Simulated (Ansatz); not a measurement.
Geometry optimisation, RHF/def2-SVP (Ansatz).

Input file:

```yaml
crystal:
  periodic: [false, false, false]
  atoms:
    - { symbol: Ta, position_ang: [0.0, 0.0, 0.0] }
    - { symbol: O, position_ang: [2.37, 0.0, 0.0] }
    - { symbol: H, position_ang: [2.7071, -0.5308, 0.7903] }
    - { symbol: F, position_ang: [0.0, 0.0, 1.93] }
    - { symbol: F, position_ang: [0.0, 0.0, -1.93] }
    - { symbol: Cl, position_ang: [-1.235, 2.139, 0.0] }
    - { symbol: F, position_ang: [-0.965, -1.6714, 0.0] }
    - { symbol: O, position_ang: [0.7315, 1.9594, -1.004] }
    - { symbol: Si, position_ang: [2.0487, 2.0777, -2.04] }
    - { symbol: H, position_ang: [2.3718, 0.7564, -2.5704] }
    - { symbol: H, position_ang: [1.7223, 2.9774, -3.1426] }
    - { symbol: H, position_ang: [3.1984, 2.6023, -1.3088] }
    - { symbol: H, position_ang: [1.9177, 1.2115, -0.6208] }
basis:
  gaussian: { orbitals: def2-SVP }
hamiltonian:
  xc: hf
relax:
  f_tol: 0.15
  max_steps: 25
  restrain:
    - { distance: [0, 7], at: 2.02, k: 30.0 }
    - { distance: [12, 1], at: 1.01, k: 30.0 }
    - { distance: [0, 1], at: 3.22, k: 30.0 }
    - { distance: [12, 7], at: 2.21, k: 30.0 }
output:
  orbitals: {}
```

Run as:

```bash
$ ansatz run input.yaml --threads 4 --pin off --max-ram 5120MiB --backend cpu --events-out ev --progress --plain --runs-dir out
```

Problem. Where does it end, and by what steps?

Solution. The forces met the threshold. The restraints hold the end off the free minimum; the threshold counts their pulls, which the force column leaves out. Restrained pairs: Ta1–O8 (2.32 → 1.95 Å), O2–H13 (1.43 → 0.97 Å), Ta1–O2 (2.37 → 3.21 Å), O8–H13 (1.45 → 2.22 Å). After 13 steps the energy has fallen by 7.766 eV (the restraints' own energy left out); H13 moved furthest, 1.39 Å. The start is strongly strained (largest force component 8 eV/Å), so its close contacts needn't be bonds.

| step | energy less start (eV) | largest force component (eV/Å) | accepted |
| --- | --- | --- | --- |
| 0 | 0.0000 | 8.474 | yes |
| 1 | -0.3133 | 7.075 | yes |
| 2 | -1.4103 | 5.964 | yes |
| 3 | -2.9345 | 4.503 | yes |
| 4 | -4.8862 | 2.629 | yes |
| 5 | -6.2968 | 2.256 | yes |
| 6 | -7.0367 | 2.642 | yes |
| 7 | -7.4460 | 1.649 | yes |
| 8 | -7.6030 | 1.501 | yes |
| 9 | -7.6547 | 1.884 | yes |
| 10 | -7.6839 | 1.752 | yes |
| 11 | -7.7424 | 2.005 | yes |
| 12 | -7.7649 | 1.857 | yes |
| 13 | -7.7661 | 1.947 | yes |

```xyz
13
Properties=species:S:1:pos:R:3
Ta -0.337 0.470 -0.279
O 2.658 -0.576 0.182
H 2.864 -0.883 1.054
F 0.136 0.938 1.481
F -0.553 -0.229 -2.011
Cl -2.287 1.675 -0.307
F -0.591 -1.261 0.348
O 1.164 1.533 -0.938
Si 2.081 2.215 -2.155
H 2.409 1.190 -3.161
H 1.314 3.315 -2.772
H 3.319 2.740 -1.541
H 2.691 0.394 0.202
```

Time of the run: 78 s on 4 threads of Intel(R) Xeon(R) Platinum 8259CL CPU @ 2.50GHz (Skylake/Cascade Lake), with other jobs on the host, peak memory 0.54 GiB.
